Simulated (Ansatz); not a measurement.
Reaction (redistribution): `C[SiH2]C[SiH2]F` + `C[NH][GeH3]` → `F[SiH2]C[SiH3]` + `C[NH][GeH2][CH3]`

Isolated molecules relaxed with PBE0-D4/def2-TZVP in Ansatz; ΔE leaves out vibrations. CCSD(T)/CBS is the MP2 limit (def2-TZVPP, def2-QZVPP) plus CCSD(T) − MP2 in def2-TZVPP, frozen cores. DFT in def2-TZVPP. B3LYP here is the variant with VWN-RPA as its local correlation; programs differ in this. For Ge outer-core shells are correlated without core-valence functions, which leaves a few kJ/mol of doubt a bond. Scalar relativity is left out up to krypton. Each species was taken in one conformer, which may not be the lowest.

Task: Is it downhill or uphill in electronic energy at CCSD(T)/CBS, and by how much? (Estimate.)

Result: Computed: Uphill: ΔE = +0.11 eV.

Task: What do these levels give: B3LYP-D4, ωB97X-V, ωB97M-V, r2SCAN, PBE0, B3LYP, HF/def2-TZVPP, MP2/def2-TZVPP, CCSD/def2-TZVPP, HF/def2-QZVPP, HF/CBS(def2), MP2/CBS(def2)? (Best estimate.)

Result: Ansatz gave: B3LYP-D4 0.14, ωB97X-V 0.14, ωB97M-V 0.15, r2SCAN 0.15, PBE0 0.14, B3LYP 0.13, HF/def2-TZVPP 0.10, MP2/def2-TZVPP 0.08, CCSD/def2-TZVPP 0.09, HF/def2-QZVPP 0.11, HF/CBS(def2) 0.11, MP2/CBS(def2) 0.10 eV.

Largest T1 diagnostic among the species: 0.011.
